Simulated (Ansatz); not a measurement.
A nudged elastic band was laid between two geometries of ClGeH3 + H2 (7 atoms, charge 0, multiplicity 1).

Level of theory: RKS revPBE-D4/def2-SVP (Ansatz).

| Item | Value |
| --- | --- |
| movable images | 9 |
| climbing image | yes |
| spring | 5.0 eV/Å² |
| optimiser | quadratic models (default) |
| start path | through a guess of the saddle point |
| force threshold | 0.05 eV/Å |
| iteration limit | 60 |
| end points | relaxed |

Initial state:

```xyz
7
Properties=species:S:1:pos:R:3
Ge 0.495 0.000 -0.116
Cl 0.433 0.000 2.075
H 1.988 0.000 -0.529
H -0.229 1.282 -0.597
H -0.229 -1.282 -0.597
H -3.190 0.000 1.273
H -2.521 0.000 1.648
```

Final state:

```xyz
7
Properties=species:S:1:pos:R:3
Ge -0.326 0.000 -0.562
Cl -0.348 0.000 3.463
H 0.932 0.000 0.336
H -0.351 1.269 -1.451
H -0.351 -1.269 -1.451
H -1.599 0.000 0.332
H -1.209 0.000 2.492
```

Problem. Which bonds break or form, and what moves?

Solution. Bonds broken: Ge1–Cl2, H6–H7. Bonds formed: Ge1–H6, Cl2–H7. ClGeH3 + H2 becomes ClH + GeH4.

Problem. What energy profile does the band end with?

Solution. The run converged. The highest image is number 6 of 0 to 10, 2.04 eV above the first end and 1.54 eV above the last; the last end lies 0.50 eV above the first. A vibrational analysis at the climbing image gives 2 clearly imaginary modes (1101i, 112i cm⁻¹): a point of higher order. A lower path may pass nearby, or the ends, which weren't checked, may share the extra mode. The orbitals stay closed-shell, which can raise the energy where a bond breaks towards radicals; this wasn't checked here.

| image | path coordinate (Å) | energy (eV) | Ge1–Cl2 (Å) | H6–H7 (Å) | Ge1–H6 (Å) |
| --- | --- | --- | --- | --- | --- |
| 0 | 0.00 | 0.00 | 2.19 | 0.77 | 3.94 |
| 1 | 0.45 | 0.00 | 2.19 | 0.77 | 3.55 |
| 2 | 0.91 | 0.03 | 2.20 | 0.77 | 3.12 |
| 3 | 1.36 | 0.18 | 2.21 | 0.77 | 2.73 |
| 4 | 1.81 | 0.59 | 2.26 | 0.77 | 2.38 |
| 5 | 2.26 | 1.39 | 2.44 | 0.81 | 2.08 |
| 6 | 2.72 | 2.04 | 2.70 | 0.98 | 1.85 |
| 7 | 3.20 | 1.37 | 3.00 | 1.27 | 1.64 |
| 8 | 3.68 | 0.75 | 3.37 | 1.48 | 1.57 |
| 9 | 4.16 | 0.53 | 3.76 | 1.74 | 1.56 |
| 10 | 4.65 | 0.50 | 4.03 | 2.19 | 1.56 |

Problem. What is the geometry of the highest image?

Solution. 
```xyz
7
Properties=species:S:1:pos:R:3
Ge -0.182 0.000 -0.125
Cl -0.053 0.000 2.577
H 1.356 0.000 0.086
H -0.608 1.310 -0.838
H -0.608 -1.310 -0.838
H -1.830 0.000 0.726
H -1.326 0.000 1.571
```

The band took 10 iterations and of the order of 2.9 core-minutes.

The run took 2.9 min on 1 thread of Intel(R) Xeon(R) Platinum 8259CL CPU @ 2.50GHz (Skylake/Cascade Lake), on a shared host, peak memory 0.18 GiB.
